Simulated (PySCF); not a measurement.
GeClI, SMILES [Ge]([Cl])[I] (connectivity only; charge and spin as stated), neutral, multiplicity 1.

Geometry optimised at B3LYP-D3(BJ)/def2-TZVP. The def2 effective core potentials stand for the cores of I; spin–orbit coupling is left out.

All values below come from TDA-M06-2X/def2-SVPD (PySCF).

Vertical excitations. Gas-phase values at a fixed geometry. State labels are in the subgroup Cs.

Computed UV-visible absorptions:
```
state  symmetry  energy (eV)  λ (nm)      f                                                                 main pairs
-----  --------  -----------  ------  -----  -------------------------------------------------------------------------
S1           A"         3.33     372  0.015                                                             HOMO→LUMO 89 %
S2           A"         3.76     330  0.001                                                           HOMO−1→LUMO 89 %
S3           A'         4.36     284  0.021                                                           HOMO−2→LUMO 88 %
S4           A'         5.36     231  0.033                                       HOMO→LUMO+1 70 %, HOMO−1→LUMO+1 25 %
S5           A"         5.60     222  0.002                                       HOMO−4→LUMO 60 %, HOMO−2→LUMO+1 37 %
S6           A"         5.64     220  0.009                                       HOMO−2→LUMO+1 59 %, HOMO−4→LUMO 38 %
S7           A'         5.81     213  0.048                     HOMO→LUMO+2 48 %, HOMO−1→LUMO+1 22 %, HOMO−3→LUMO 20 %
S8           A"         6.02     206  0.004                                                           HOMO−5→LUMO 98 %
S9           A'         6.16     201  0.118  HOMO−3→LUMO 50 %, HOMO−1→LUMO+2 16 %, HOMO−1→LUMO+1 14 %, HOMO→LUMO+1 8 %
S10          A'         6.33     196  0.203                     HOMO−1→LUMO+2 49 %, HOMO−3→LUMO 20 %, HOMO→LUMO+2 13 %
T1           A"         2.10     589      0                                           HOMO→LUMO 67 %, HOMO−1→LUMO 25 %
T2           A"         3.63     341      0                                           HOMO−1→LUMO 71 %, HOMO→LUMO 28 %
T3           A'         3.66     339      0                                                           HOMO−2→LUMO 98 %
T4           A'         4.39     283      0                     HOMO→LUMO+1 58 %, HOMO−1→LUMO+1 14 %, HOMO→LUMO+2 13 %
```
Triplets are in the Tamm–Dancoff approximation.
